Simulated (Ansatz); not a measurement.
Consider the cleavage of the B–Si bond: `B[Si]1(O)CN1` + H₂Se → `B[SeH]` + `O[SiH]1CN1`.

Program: Ansatz. Geometries: PBE0-D4/def2-TZVP. ΔE: electronic, gas phase. CBS: MP2 limit from def2 TZ/QZ plus the TZ coupled-cluster correction, frozen cores. Functionals use def2-TZVPP. For Se outer-core shells are correlated without core-valence functions, which leaves a few kJ/mol of doubt a bond. Scalar relativity is left out up to krypton. Each species was taken in one conformer, which may not be the lowest.

CCSD(T)/CBS gives -122.1 kJ/mol.

(1) Another level gave -118.9 kJ/mol. Which?
A. PBE-QIDH/def2-TZVPP
B. MP2/def2-TZVPP
C. revPBE-D4/def2-TZVPP
D. r2SCAN/def2-TZVPP

Largest T1 diagnostic among the species: 0.014.

## Answers

(1) D. r2SCAN -118.9, PBE-QIDH -123.6, revPBE-D4 -110.0, MP2/def2-TZVPP -129.4 kJ/mol.

Leaving LDA and LC-ωPBE aside and taking each functional with its dispersion term where it has one, the values spread over 13.6 kJ/mol, from PBE-QIDH to revPBE-D4. LDA lies −4.0 kJ/mol from PBE without D4. From BLYP to BHLYP (50 % exact exchange), in def2-TZVPP and without D4, ΔE moves by −6.0 kJ/mol.
